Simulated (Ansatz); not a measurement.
Method: frozen-core CCSD(T)/cc-pVTZ // PBE0-D3(BJ)/def2-TZVP (Ansatz, a quantum-chemistry and plane-wave program).

Ansatz 0.2 input:
```yaml
crystal:
  periodic: [false, false, false]
  atoms:
    - { symbol: C, position_ang: [-1.540959, 0.056983, 0.369104] }
    - { symbol: C, position_ang: [-0.361336, -0.400867, 0.778872] }
    - { symbol: Si, position_ang: [1.251522, 0.127602, 0.01993] }
    - { symbol: H, position_ang: [-2.475128, -0.261866, 0.823082] }
    - { symbol: H, position_ang: [-1.624353, 0.774459, -0.442488] }
    - { symbol: H, position_ang: [-0.346076, -1.118904, 1.597597] }
    - { symbol: H, position_ang: [2.133898, 0.760437, 1.037708] }
    - { symbol: H, position_ang: [1.981757, -1.041879, -0.54044] }
    - { symbol: H, position_ang: [0.97671, 1.103262, -1.067815] }
basis:
  gaussian: { orbitals: cc-pVTZ }
correlation:
  method: ccsd_t
```

Output:

```
Functional definition: HF
1003 factors; integrals over basis functions are off by at most 6.3e-4 eV
mean field evaluation 1: about -10016.3815 eV, gradient 2.6e1 eV
mean field evaluation 2: about -10016.3897 eV, gradient 2.6e1 eV
mean field evaluation 4: about -10018.5124 eV, gradient 2.8e0 eV
mean field evaluation 8: about -10018.5437 eV, gradient 4.7e-4 eV
mean field evaluation 16: about -10018.5430 eV, gradient 3.3e-1 eV
mean field -10018.54365434 eV, -368.1746884844 hartree, gradient 2.4e-6 eV, S^2 0.000000; 0 other end points of the search recorded, 0 dependent functions left out
7 core orbitals not correlated
reference -10018.54365434 eV, -368.1746884844 hartree; 9, 9 occupied and 162, 162 virtual orbitals, 1003 factors
second order -12.43015253 eV of doubles, -0.00000000 eV of singles
cycle   1  -13.11786543 eV  change   -6.9e-1 eV  update   8.1e-2
cycle   2  -13.52803717 eV  change   -4.1e-1 eV  update   2.6e-2
cycle   3  -13.58525657 eV  change   -5.7e-2 eV  update   1.1e-2
cycle   4  -13.58309322 eV  change    2.2e-3 eV  update   3.1e-3
cycle   5  -13.58352168 eV  change   -4.3e-4 eV  update   9.2e-4
cycle   6  -13.58350631 eV  change    1.5e-5 eV  update   2.5e-4
cycle   7  -13.58350636 eV  change   -5.3e-8 eV  update   7.9e-5
cycle   8  -13.58352795 eV  change   -2.2e-5 eV  update   2.7e-5
cycle   9  -13.58352418 eV  change    3.8e-6 eV  update   8.4e-6
perturbative correction -0.55470276 eV, -0.0203849504 hartree
Total energy: -10032.68188129 eV, -368.6942587413 hartree
```

Cost: very roughly 40 core-seconds.
